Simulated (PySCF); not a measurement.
InF₃, SMILES [In]([F])([F])[F]. Atoms are numbered in the order given.

```xyz
4

In     0.0000     0.0000     0.0000
F     -1.9581     0.0000     0.0000
F      0.9790     1.6958     0.0000
F      0.9790    -1.6958     0.0000
```
Charge 0, spin multiplicity 1.

The structure is a stationary point at PBE-D3(BJ)/def2-SVP. The isomer is the one that the SMILES or the coordinates give; other isomers of the formula were not compared. The def2 effective core potentials stand for the cores of In; spin–orbit coupling is left out.

These are B3LYP/def2-TZVPD run with PySCF values and carry that method's errors.

Mulliken values depend strongly on the basis, most of all with diffuse functions as here. ESP charges are fitted to the potential on shells at 1.4 to 2.0 van der Waals radii. Atomic charges (e):

| atom | Mulliken | ESP fit |
|---|---|---|
| In1 | 1.55 | 1.41 |
| F2 | -0.52 | -0.47 |
| F3 | -0.52 | -0.47 |
| F4 | -0.52 | -0.47 |
